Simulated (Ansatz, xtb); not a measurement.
**Two isomers of B2F2H4O2**

Structure I is `F[B-]1(F)[OH+][BH2-][OH+]1`, a singlet and structure II is `F[B@H-]1[OH+][B@@H-](F)[OH+]1`, a singlet. Both are isolated molecules in the gas phase, relaxed with PBE0-D4/def2-SVP.

I (Å):

```xyz
10

B    -1.6920   -0.5765   -0.4209
B    -0.2244   -0.7115    1.1986
F    -1.5037    0.2355   -1.4778
F    -2.8260   -1.3015   -0.4075
O    -0.4732   -1.4717   -0.1405
O    -1.4639    0.1857    0.8953
H    -0.7238   -2.3965   -0.0254
H    -0.4202   -1.4356    2.1481
H     0.7966   -0.0633    1.1599
H    -1.2478    1.1137    0.7420
```

II (Å):

```xyz
10

B    -0.3974    0.4767    0.9083
B     0.3067   -0.3834   -0.9943
F    -1.3187    1.4344    1.1025
F    -0.0806   -0.0783   -2.2435
O    -0.9073   -0.6164   -0.0622
O     0.6325    0.8874   -0.1722
H     0.1298    0.0095    1.9003
H    -0.9819   -1.5009    0.3101
H     1.1569   -1.2454   -0.8756
H     1.5432    0.9651    0.1296
```

Task: Estimate E(II) − E(I) at the level CCSD(T)/def2-SVP + ΔMP2/def2-TZVPP.

Result: Calculated at CCSD(T)/def2-SVP + ΔMP2/def2-TZVPP: E(II) − E(I) = +2.8 kcal/mol, so structure I lies lower.

How the difference moves with the method:

```json
{"level": "PBE0-D4/def2-SVP", "geometry": "PBE0-D4/def2-SVP", "E(II) − E(I) (kcal/mol)": "+2.9", "departure from the last row (kcal/mol)": "+0.1", "job, with rough time for the two": "optimisation, 25 s"}
{"level": "HF/def2-SVP", "geometry": "PBE0-D4/def2-SVP", "E(II) − E(I) (kcal/mol)": "+4.0", "departure from the last row (kcal/mol)": "+1.2", "job, with rough time for the two": "part of the CCSD(T) run"}
{"level": "MP2/def2-SVP", "geometry": "PBE0-D4/def2-SVP", "E(II) − E(I) (kcal/mol)": "+3.3", "departure from the last row (kcal/mol)": "+0.6", "job, with rough time for the two": "part of the CCSD(T) run"}
{"level": "CCSD(T)/def2-SVP", "geometry": "PBE0-D4/def2-SVP", "E(II) − E(I) (kcal/mol)": "+3.5", "departure from the last row (kcal/mol)": "+0.7", "job, with rough time for the two": "single point"}
{"level": "CCSD(T)/def2-SVP + ΔMP2/def2-TZVPP", "geometry": "PBE0-D4/def2-SVP", "E(II) − E(I) (kcal/mol)": "+2.8", "departure from the last row (kcal/mol)": "", "job, with rough time for the two": "single point, 30 s"}
```

As drawn, both hold the same kinds of bond in the same numbers.

The levels shown agree on the order. The largest departure from CCSD(T)/def2-SVP + ΔMP2/def2-TZVPP is that of HF/def2-SVP, 1.2 kcal/mol. Levels run at GFN2-xTB geometries aren't shown. The last row adds to CCSD(T) the change of the MP2 difference between the two basis sets, here −0.7 kcal/mol.

With harmonic frequencies from PBE0-D4/def2-SVP (ideal gas, rigid rotor, one conformer each, 298.15 K, 1 atm): the zero-point term adds +0.1 kcal/mol; ΔH is +2.9 and ΔG +2.7 kcal/mol.

The correlated steps freeze 6 core orbitals. Programs: Ansatz 0.2.0; the last row on 2 threads of Arm Neoverse V2 on a shared host.
